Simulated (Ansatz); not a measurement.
Harmonic vibrations of the cluster Sn2Cl4 by finite differences.

```yaml
crystal:
  periodic: [false, false, false]
  atoms:
    - {symbol: Sn, position_ang: [-1.854278, 1.183097, 0.122841]}
    - {symbol: Sn, position_ang: [1.444764, -0.467814, 0.058739]}
    - {symbol: Cl, position_ang: [-0.844969, -0.843630, 1.454586]}
    - {symbol: Cl, position_ang: [1.634301, -2.759447, -0.689925]}
    - {symbol: Cl, position_ang: [-0.354699, 0.263801, -1.827591]}
    - {symbol: Cl, position_ang: [-0.025129, 2.623993, 0.881350]}
basis:
  gaussian: {orbitals: def2-SVP}
hamiltonian: {xc: pbe, dispersion: d4}
scf: {omitted_lower_state_checks: [starts]}
phonons: {temperatures: {t_min: 298.15, t_max: 900, t_step: 200}}
```

```sh
$ ansatz run in.yaml --threads 4 --pin off --events-out ev --progress --plain --max-ram 4787MiB
```

Output, abridged:

```
Functional definition: PBE
mean field -61724.41413292 eV, -2268.3303810743 hartree, gradient 3.3e-5 eV, S^2 0.000000; 0 other end points of the search recorded, 0 dependent functions left out
mean field -61724.41423788 eV, -2268.3303849316 hartree, gradient 2.8e-6 eV, S^2 0.000000; 0 other end points of the search recorded, 0 dependent functions left out
mean field -61724.41395561 eV, -2268.3303745583 hartree, gradient 2.8e-6 eV, S^2 0.000000; 0 other end points of the search recorded, 0 dependent functions left out
mean field -61724.41399561 eV, -2268.3303760283 hartree, gradient 1.1e-6 eV, S^2 0.000000; 0 other end points of the search recorded, 0 dependent functions left out
mean field -61724.41422519 eV, -2268.3303844651 hartree, gradient 1.1e-6 eV, S^2 0.000000; 0 other end points of the search recorded, 0 dependent functions left out
mean field -61724.41410116 eV, -2268.3303799071 hartree, gradient 9.7e-7 eV, S^2 0.000000; 0 other end points of the search recorded, 0 dependent functions left out
mean field -61724.41413377 eV, -2268.3303811054 hartree, gradient 1.2e-6 eV, S^2 0.000000; 0 other end points of the search recorded, 0 dependent functions left out
mean field -61724.41387199 eV, -2268.3303714853 hartree, gradient 1.1e-6 eV, S^2 0.000000; 0 other end points of the search recorded, 0 dependent functions left out
mean field -61724.41435098 eV, -2268.3303890878 hartree, gradient 8.5e-7 eV, S^2 0.000000; 0 other end points of the search recorded, 0 dependent functions left out
mean field -61724.41410966 eV, -2268.3303802194 hartree, gradient 9.6e-7 eV, S^2 0.000000; 0 other end points of the search recorded, 0 dependent functions left out
mean field -61724.41408525 eV, -2268.3303793225 hartree, gradient 1.2e-6 eV, S^2 0.000000; 0 other end points of the search recorded, 0 dependent functions left out
mean field -61724.41408540 eV, -2268.3303793280 hartree, gradient 1.2e-6 eV, S^2 0.000000; 0 other end points of the search recorded, 0 dependent functions left out
mean field -61724.41415355 eV, -2268.3303818323 hartree, gradient 9.7e-7 eV, S^2 0.000000; 0 other end points of the search recorded, 0 dependent functions left out
mean field -61724.41415769 eV, -2268.3303819846 hartree, gradient 1.0e-6 eV, S^2 0.000000; 0 other end points of the search recorded, 0 dependent functions left out
mean field -61724.41408915 eV, -2268.3303794657 hartree, gradient 1.1e-6 eV, S^2 0.000000; 0 other end points of the search recorded, 0 dependent functions left out
mean field -61724.41416267 eV, -2268.3303821674 hartree, gradient 2.9e-6 eV, S^2 0.000000; 0 other end points of the search recorded, 0 dependent functions left out
mean field -61724.41407746 eV, -2268.3303790360 hartree, gradient 2.7e-6 eV, S^2 0.000000; 0 other end points of the search recorded, 0 dependent functions left out
mean field -61724.41409850 eV, -2268.3303798093 hartree, gradient 2.7e-6 eV, S^2 0.000000; 0 other end points of the search recorded, 0 dependent functions left out
mean field -61724.41414560 eV, -2268.3303815400 hartree, gradient 2.7e-6 eV, S^2 0.000000; 0 other end points of the search recorded, 0 dependent functions left out
mean field -61724.41417272 eV, -2268.3303825368 hartree, gradient 1.8e-6 eV, S^2 0.000000; 0 other end points of the search recorded, 0 dependent functions left out
mean field -61724.41408995 eV, -2268.3303794951 hartree, gradient 1.5e-6 eV, S^2 0.000000; 0 other end points of the search recorded, 0 dependent functions left out
mean field -61724.41407256 eV, -2268.3303788559 hartree, gradient 2.4e-6 eV, S^2 0.000000; 0 other end points of the search recorded, 0 dependent functions left out
mean field -61724.41412857 eV, -2268.3303809145 hartree, gradient 8.7e-7 eV, S^2 0.000000; 0 other end points of the search recorded, 0 dependent functions left out
mean field -61724.41412801 eV, -2268.3303808937 hartree, gradient 2.0e-6 eV, S^2 0.000000; 0 other end points of the search recorded, 0 dependent functions left out
mean field -61724.41412930 eV, -2268.3303809411 hartree, gradient 2.4e-6 eV, S^2 0.000000; 0 other end points of the search recorded, 0 dependent functions left out
mean field -61724.41414735 eV, -2268.3303816044 hartree, gradient 9.9e-7 eV, S^2 0.000000; 0 other end points of the search recorded, 0 dependent functions left out
mean field -61724.41410082 eV, -2268.3303798944 hartree, gradient 1.1e-6 eV, S^2 0.000000; 0 other end points of the search recorded, 0 dependent functions left out
mean field -61724.41414614 eV, -2268.3303815600 hartree, gradient 2.1e-6 eV, S^2 0.000000; 0 other end points of the search recorded, 0 dependent functions left out
mean field -61724.41411017 eV, -2268.3303802381 hartree, gradient 2.2e-6 eV, S^2 0.000000; 0 other end points of the search recorded, 0 dependent functions left out
mean field -61724.41416301 eV, -2268.3303821799 hartree, gradient 8.7e-7 eV, S^2 0.000000; 0 other end points of the search recorded, 0 dependent functions left out
mean field -61724.41406357 eV, -2268.3303785258 hartree, gradient 8.1e-7 eV, S^2 0.000000; 0 other end points of the search recorded, 0 dependent functions left out
mean field -61724.41411505 eV, -2268.3303804176 hartree, gradient 9.7e-7 eV, S^2 0.000000; 0 other end points of the search recorded, 0 dependent functions left out
mean field -61724.41411617 eV, -2268.3303804587 hartree, gradient 2.3e-6 eV, S^2 0.000000; 0 other end points of the search recorded, 0 dependent functions left out
mean field -61724.41418867 eV, -2268.3303831230 hartree, gradient 8.4e-7 eV, S^2 0.000000; 0 other end points of the search recorded, 0 dependent functions left out
mean field -61724.41404865 eV, -2268.3303779773 hartree, gradient 2.6e-6 eV, S^2 0.000000; 0 other end points of the search recorded, 0 dependent functions left out
mean field -61724.41415290 eV, -2268.3303818084 hartree, gradient 2.3e-6 eV, S^2 0.000000; 0 other end points of the search recorded, 0 dependent functions left out
mean field -61724.41410320 eV, -2268.3303799819 hartree, gradient 1.8e-6 eV, S^2 0.000000; 0 other end points of the search recorded, 0 dependent functions left out
Total energy: -61724.82297737 eV, -2268.3454058307 hartree
Atom 0 at    -1.854278     1.183097     0.122841 Å, force     0.006100    -0.018828    -0.004926 eV/Å
Atom 1 at     1.444764    -0.467814     0.058739 Å, force    -0.013215    -0.013102    -0.007341 eV/Å
Atom 2 at    -0.844969    -0.843630     1.454586 Å, force     0.009347     0.014998    -0.012559 eV/Å
Atom 3 at     1.634301    -2.759447    -0.689925 Å, force    -0.005671     0.010892     0.003872 eV/Å
Atom 4 at    -0.354699     0.263801    -1.827591 Å, force     0.004480     0.004075     0.019912 eV/Å
Atom 5 at    -0.025129     2.623993     0.881350 Å, force    -0.001040     0.001965     0.001041 eV/Å
Dipole moment:    -0.290014     0.390120     0.089042 e Å
Vibrations: 47.20 58.51 66.60 96.57 113.17 118.11 145.31 213.44 239.75 253.85 321.29 339.26 cm⁻¹, zero-point energy 0.124793 eV
Checks for a lower state left out: starts
```

It took 33 s on 4 threads of Arm Neoverse V2 on a shared host.

In the def2 sets Sn takes a core potential; there is no spin–orbit coupling. The structure comes from a short search, and lower isomers may exist.
